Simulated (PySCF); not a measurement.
Si(H)(Me)(NH2)2 (CH₈N₂Si), SMILES N[SiH](C)N.

Coordinates come from a B3LYP-D3(BJ)/def2-SVP optimisation. The values are those of a single conformer.

Two levels are set side by side: TDDFT-PBE/def2-SVPD (PySCF) and TDDFT-PBE0/def2-SVPD (PySCF). Vertical, same geometry. The lowest singlet is HOMO→LUMO 98 % with PBE and HOMO→LUMO 97 % with the other functional; states are paired by order. Differences are taken from unrounded values.

| quantity | TDDFT-PBE0 | TDDFT-PBE | TDDFT-PBE minus TDDFT-PBE0 |
|---|---|---|---|
| lowest singlet excitation (eV) | 6.11 | 5.33 | -0.77 |
| lowest triplet excitation (TDA) (eV) | 5.77 | 5.08 | -0.69 |
| first bright state (f over 0.05) (eV) | 6.11 | 5.33 | -0.77 |
| its oscillator strength | 0.06 | 0.05 | -0.01 |

A lower first singlet is the usual sign of a functional without exact exchange. Differences between two approximate levels are no errors against the true value.

Rough cost on one machine, each run with all the roots and properties that it gave: TDDFT-PBE0 against TDDFT-PBE about 3 times.
